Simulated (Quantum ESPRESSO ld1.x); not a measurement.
All-electron atom: Br V in [Ar] 3d9.5 4s2 4p1 5s0.5 (fractional occupations, a model configuration). All-electron calculation, Dirac Kohn-Sham, LDA (Slater exchange, VWN5 correlation), spin-unpolarised, spherical densities, point nucleus; open shells fill j = l - 1/2 first. Program: ld1.x of Quantum ESPRESSO 7.5.

Unscreened Slater integrals over Kohn-Sham orbitals (hartree). Large and small components are both included. Empty in this configuration: 4p3/2.

F0(5s1/2,5s1/2): 0.28635
F0(5s1/2,4p1/2): 0.34760
G1(5s1/2,4p1/2): 0.035635
F0(5s1/2,4s1/2): 0.35362
G0(5s1/2,4s1/2): 0.023862
F0(5s1/2,3d5/2): 0.39036
G2(5s1/2,3d5/2): 0.015553
F0(5s1/2,4p3/2): 0.34670
G1(5s1/2,4p3/2): 0.036378
F0(4p1/2,4p1/2): 0.55433
F0(4p1/2,4s1/2): 0.58071
G1(4p1/2,4s1/2): 0.39578
F0(4p1/2,3d5/2): 0.71139
G3(4p1/2,3d5/2): 0.055269
F0(4p1/2,4p3/2): 0.55040
G2(4p1/2,4p3/2): 0.29261
F0(4s1/2,4s1/2): 0.61215
F0(4s1/2,3d5/2): 0.77377
G2(4s1/2,3d5/2): 0.072334
F0(4s1/2,4p3/2): 0.57604
G1(4s1/2,4p3/2): 0.38991
F0(3d5/2,3d5/2): 1.5860
F2(3d5/2,3d5/2): 0.76211
F4(3d5/2,3d5/2): 0.47999
F0(3d5/2,4p3/2): 0.70257
F2(3d5/2,4p3/2): 0.16432
G1(3d5/2,4p3/2): 0.057099
G3(3d5/2,4p3/2): 0.053577
F0(4p3/2,4p3/2): 0.54658
F2(4p3/2,4p3/2): 0.29086
